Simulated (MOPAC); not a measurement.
Job for MOPAC: PM7 on HBr (SMILES Br).

```
PM7 1SCF PRECISE CHARGE=0 THREADS=1
BrH

Br     0.32594001 1     0.59148946 1     3.95813832 1
H      0.20104868 1     0.38467527 1     2.54206106 1
```

The log:

```
*******************************************************************************
 **                                                                           **
 **                              MOPAC v23.2.5                                **
 **                                                                           **
 *******************************************************************************
 ** MOPAC's Digital Object Identifier: https://doi.org/10.5281/zenodo.6511958 **
 **                                                                           **
 ** Please cite the open-source release paper for use of this MOPAC version:  **
 ** J. E. Moussa and J. J. P. Stewart (2026)                                  **
 ** MOPAC: An open-source semiempirical molecular orbital program             **
 ** J. Open Source Softw., 11(119), 8025, https://doi.org/10.21105/joss.08025 **
 *******************************************************************************

                              PM7 CALCULATION RESULTS

 *******************************************************************************
 *  PM7        - The PM7 Hamiltonian to be used
 *
 *
 *
 *                 CHARGE ON SYSTEM = 0
 *
 *
 *
 *  PRECISE    - TIGHTER CRITERIA TO BE USED
 *  1SCF       - DO 1 SCF AND THEN STOP
 *  THREADS=1  - MULTI-THREADING NOT USED
 *  T=         - A TIME OF 172800.0 SECONDS REQUESTED
 *  DUMP=N     - RESTART FILE WRITTEN EVERY 7200.0 SECONDS REQUESTED
 *******************************************************************************
PM7 1SCF PRECISE CHARGE=0 THREADS=1
 BrH

   ATOM   CHEMICAL          X               Y               Z
  NUMBER   SYMBOL      (ANGSTROMS)     (ANGSTROMS)     (ANGSTROMS)

     1      Br          0.32594001  *   0.59148946  *   3.95813832  *
     2       H          0.20104868  *   0.38467527  *   2.54206106  *



          CARTESIAN COORDINATES

    NO.       ATOM           X           Y           Z

     1        Br          0.3259      0.5915      3.9581
     2         H          0.2010      0.3847      2.5421

 General Reference for PM7:
 "Optimization of Parameters for Semiempirical Methods VI: More Modifications to the
 NDDO Approximations and Re-optimization of Parameters", J. J. P. Stewart, J. Mol. Mod., 1:32, 19 (2013)
 https://link.springer.com/article/10.1007/s00894-012-1667-x

           Empirical Formula: H Br  =     2 atoms



      MOLECULAR POINT GROUP   :   C*v


      RHF CALCULATION, NO. OF DOUBLY OCCUPIED LEVELS = 4


 -------------------------------------------------------------------------------
 PM7 1SCF PRECISE CHARGE=0 THREADS=1
 BrH



     1SCF WAS SPECIFIED, SO BFGS WAS NOT USED
     SCF FIELD WAS ACHIEVED


                              PM7 CALCULATION
                                                       MOPAC v23.2.5 Linux




          FINAL HEAT OF FORMATION =         -3.93105 KCAL/MOL =     -16.44753 KJ/MOL


          COSMO AREA              =         60.31 SQUARE ANGSTROMS
          COSMO VOLUME            =         44.46 CUBIC ANGSTROMS

          IONIZATION POTENTIAL    =         10.650072 EV
          HOMO LUMO ENERGIES (EV) =        -10.650  2.021
          NO. OF FILLED LEVELS    =          4
          MOLECULAR WEIGHT        =         80.9119         POINT GROUP:  C*v

          MOLECULAR DIMENSIONS (Angstroms)

            Atom       Atom       Distance
            H     2   Br     1     1.43654
            H     2   Br     1     0.00000
           Br     1    H     2     0.00000


          SCF CALCULATIONS        =          1





   ATOM   CHEMICAL          X               Y               Z
  NUMBER   SYMBOL      (ANGSTROMS)     (ANGSTROMS)     (ANGSTROMS)

     1      Br          0.32594001  *   0.59148946  *   3.95813832  *
     2       H          0.20104868  *   0.38467527  *   2.54206106  *

                             CARTESIAN COORDINATES

   1   Br        0.325940010     0.591489460     3.958138320
   2    H        0.201048680     0.384675270     2.542061060


           Empirical Formula: H Br  =     2 atoms



      MOLECULAR POINT GROUP   :   C*v


                  EIGENVALUES
 -26.16784 -14.20479 -10.65007 -10.65007   2.02057 258.41313 258.52192 258.52192
 259.53343 259.53343


              NET ATOMIC CHARGES AND DIPOLE CONTRIBUTIONS

  ATOM NO.   TYPE          CHARGE      No. of ELECS.   s-Pop       p-Pop       d-Pop
    1         Br          -0.177201        7.1772     1.93400     5.24159     0.00161
    2          H           0.177201        0.8228     0.82280
 DIPOLE           X         Y         Z       TOTAL
 POINT-CHG.    -0.106    -0.176    -1.205     1.223
 HYBRID        -0.033    -0.055    -0.377     0.383
 SUM           -0.140    -0.231    -1.583     1.605


          ATOMIC ORBITAL ELECTRON POPULATIONS

     Atom    s        px        py        pz      x^2-y^2     xz        z^2       yz        xy
    1 Br   1.93400   1.99416   1.98417   1.26326   0.00000   0.00014   0.00127   0.00019   0.00000
    2  H   0.82280

 **********************
 *                    *
 * JOB ENDED NORMALLY *
 *                    *
 **********************




 == MOPAC DONE ==
```

The run finished.

Cost: around 0.010 core-seconds (rough).
